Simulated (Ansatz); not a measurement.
Kohn–Sham single points on C2H5ClGeO (`Cl[C]1([GeH3])CO1`).

```yaml
crystal:
  periodic: [false, false, false]
  atoms:
    - {symbol: Cl, position_ang: [-1.010869, -1.094840, 1.733151]}
    - {symbol: C, position_ang: [-0.435982, -0.054254, 0.415850]}
    - {symbol: Ge, position_ang: [1.502741, -0.197388, 0.118946]}
    - {symbol: C, position_ang: [-1.402282, 0.298116, -0.621379]}
    - {symbol: O, position_ang: [-1.000327, 1.221772, 0.386031]}
    - {symbol: H, position_ang: [2.221382, 0.303015, 1.375854]}
    - {symbol: H, position_ang: [1.838671, 0.682456, -1.094449]}
    - {symbol: H, position_ang: [1.850656, -1.664139, -0.160113]}
    - {symbol: H, position_ang: [-2.417313, -0.074431, -0.522471]}
    - {symbol: H, position_ang: [-1.063676, 0.528592, -1.628420]}
basis:
  gaussian: {orbitals: def2-TZVPP}
hamiltonian: {xc: {name: r2SCANh}, dispersion: d4}
output: {orbitals: {seedname: orbitals}}
```

```sh
$ ansatz run in.yaml --threads 4 --pin off --events-out ev --progress --plain --max-ram 10444MiB
```

Shortened log:

```
Functional definition: r2SCANh
1477 factors; their error is unknown
mean field evaluation 1: about -73235.3174 eV, gradient 4.8e1 eV
mean field evaluation 2: about -73228.0789 eV, gradient 7.6e1 eV
mean field evaluation 4: about -73239.9492 eV, gradient 5.9e0 eV
mean field evaluation 8: about -73240.0154 eV, gradient 2.1e-1 eV
mean field evaluation 16: about -73240.1118 eV, gradient 3.8e-4 eV
mean field -73240.11177527 eV, -2691.5244638103 hartree, gradient 2.5e-5 eV, S^2 0.000000; 0 other end points of the search recorded, 0 dependent functions left out
reference -73240.11178580 eV, -2691.5244641975 hartree; 37, 37 occupied and 216, 216 virtual orbitals, 1477 factors
Total energy: -73240.17350884 eV, -2691.5267324774 hartree
```

Run time 6.5 s (4 threads of an Arm Neoverse V1 on a shared host); peak host memory 0.78 GiB.

The same input with `hamiltonian: {xc: {name: B2PLYP}}` (abridged; 6.5 s):

```
Functional definition: B2PLYP
mean field evaluation 16: about -73217.8980 eV, gradient 1.1e-4 eV
mean field -73217.89804619 eV, -2690.7081243236 hartree, gradient 4.0e-6 eV, S^2 0.000000
17 core orbitals not correlated: weight in the atoms' cores, before any rotation towards them, 1.000 or more for the frozen orbitals, at most 0.000 for the correlated occupied ones
second order -33.73466276 eV of doubles, -0.00000000 eV of singles
Total energy: -73227.00658775 eV, -2691.0428570519 hartree
```

With the line `hamiltonian: {xc: {name: wB97X-V}}` (abridged; 9 s):

```
Functional definition: wB97X-V
mean field evaluation 16: about -73235.6982 eV, gradient 1.8e-4 eV
mean field -73235.69817363 eV, -2691.3622669419 hartree, gradient 3.0e-5 eV, S^2 0.000000
Total energy: -73235.69817167 eV, -2691.3622668698 hartree
```

With the line `hamiltonian: {xc: {name: BLYP}, dispersion: d4}` (abridged; 2.4 s):

```
Functional definition: BLYP
mean field evaluation 16: about -73243.8675 eV, gradient 3.6e-4 eV
mean field -73243.86753610 eV, -2691.6624854752 hartree, gradient 4.1e-5 eV, S^2 0.000000
Total energy: -73244.40031870 eV, -2691.6820648745 hartree
```

The same input with `hamiltonian: {xc: {name: revPBE}, dispersion: d4}` (abridged; 2.1 s):

```
Functional definition: revPBE
mean field evaluation 16: about -73236.0700 eV, gradient 1.4e-4 eV
mean field -73236.07000208 eV, -2691.3759313854 hartree, gradient 6.9e-5 eV, S^2 0.000000
Total energy: -73236.78807107 eV, -2691.4023199341 hartree
```

With the line `hamiltonian: {xc: {name: CAM-B3LYP}, dispersion: d4}` (abridged; 4.4 s):

```
Functional definition: CAM-B3LYP
mean field evaluation 16: about -73245.6475 eV, gradient 1.2e-4 eV
mean field -73245.64749504 eV, -2691.7278977597 hartree, gradient 6.1e-5 eV, S^2 0.000000
Total energy: -73245.85598660 eV, -2691.7355596833 hartree
```
